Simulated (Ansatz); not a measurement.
`C=C[SiH](F)[SiH2]F` + `F[Si](F)(F)S` → `C=CS[Si](F)(F)F` + `F[SiH2][SiH2]F`  (substitution at a C–Si bond)

Isolated molecules relaxed with PBE0-D4/def2-TZVP in Ansatz; ΔE leaves out vibrations. CCSD(T)/CBS adds triple-zeta CCSD(T) − MP2 to the extrapolated MP2 energy (def2 sets, frozen cores). This one scheme is used for every species. Functionals use def2-TZVPP. B3LYP here is the variant with VWN-RPA as its local correlation; programs differ in this. One conformer a species, not always the lowest.

```csv
level,ΔE (kJ/mol),difference from CCSD(T)/CBS
PBE-D4,46.7,-4.4
r2SCAN-D4,51.0,-0.1
PBE0-D4,49.1,-2.0
B3LYP-D4,48.7,-2.4
ωB97X-V,49.4,-1.7
ωB97M-V,51.7,0.6
B2PLYP,51.2,0.1
PBE,48.3,-2.8
r2SCAN,51.3,0.2
PBE0,50.5,-0.6
B3LYP,51.4,0.3
HF/def2-TZVPP,54.5,3.4
MP2/def2-TZVPP,50.1,-1.0
SCS-MP2/def2-TZVPP,49.2,-1.9
CCSD/def2-TZVPP,53.9,2.8
CCSD(T)/def2-TZVPP,52.2,1.1
HF/def2-QZVPP,54.5,3.4
MP2/def2-QZVPP,49.4,-1.7
SCS-MP2/def2-QZVPP,48.8,-2.3
HF/CBS(def2),54.5,3.4
MP2/CBS(def2),49.0,-2.1
CCSD/CBS(def2),52.8,1.7
CCSD(T)/CBS,51.1,0
```

Largest T1 diagnostic among the species: 0.012.
